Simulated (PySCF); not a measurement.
**BiH⁺: from constants to spectrum**

UHF-CCSD(T) constants of BiH⁺, ²Π (doublet), unpaired electrons π ↑ (Bi cc-pVTZ-PP with ECP60, H cc-pVTZ; scalar-relativistic core potentials (PySCF 2.14); masses 208.9804 and 1.0078 u):

```
ωe   : 1876.2 cm⁻¹
ωexe : 29.4 cm⁻¹
Be   : 5.2684 cm⁻¹
αe   : 0.124 cm⁻¹
```

(1) What force constant and bond length do these constants imply?

(2) Estimate the centrifugal constant D from the Kratzer relation and find the Dunham coefficient a1.

Correlated steps freeze 4 core orbitals. These are scalar-relativistic numbers at best; spin–orbit coupling would shift them, the dissociation energy most. The state was picked by a PBE0 search and need not be the measured ground state.

## Answers

(1) Reduced mass μred = 1.0030 u; k = 5.8918×10⁻⁷·μred·ωe² (u, cm⁻¹, mdyn/Å) = 2.08 mdyn/Å; Re = √(16.8576/(μred·Be)) (u, cm⁻¹, Å) = 1.786 Å.

(2) D = 4Be³/ωe² = 0.000166 cm⁻¹; a1 = −1 − αeωe/(6Be²) = -2.40.
